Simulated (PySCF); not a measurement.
Zn(SH) (HSZn), SMILES [SH][Zn+], charge +1. Geometry optimised at B3LYP-D3(BJ)/def2-TZVP. The multiplicity is an assumed one; other spin states were not compared. The isomer is the one that the SMILES or the coordinates give; other isomers of the formula were not compared.

Computed equilibrium geometry at B3LYP-D3(BJ)/def2-TZVP (PySCF confirms it by a frequency run) as bond lengths and angles, and its point group:
point group Cs.
Atoms: Zn1 S2 H3. Bond lengths (Å): Zn1–S2 2.173, S2–H3 1.353. Angles (°): Zn1–S2–H3 91.8.
Charge +1, spin multiplicity 1.
